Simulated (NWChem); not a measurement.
CH₄OSi, singlet; SMILES CO[SiH]

```xyz
7

Si    -0.0173     1.2199     0.0000
H     -1.5440     0.9046     0.0000
O      0.5082    -0.3557     0.0000
C     -0.1929    -1.5693     0.0000
H      0.0823    -2.1570    -0.8908
H      0.0823    -2.1570     0.8908
H     -1.2862    -1.4078     0.0000
```
Atoms are numbered in this order, from 1.

All runs: NWChem. Low-valent species are run as closed-shell singlets; no triplet was tried in these runs. Structure relaxed at the PBE0/def2-SVP level.

Task: What does the run give for PBE/pcseg-2? Quantities: highest occupied level (eV); orbital gap (eV); dipole (D).

Result: The highest occupied level (eV) is -5.53 and the orbital gap (eV) is 2.63. The dipole (D) is 1.57.
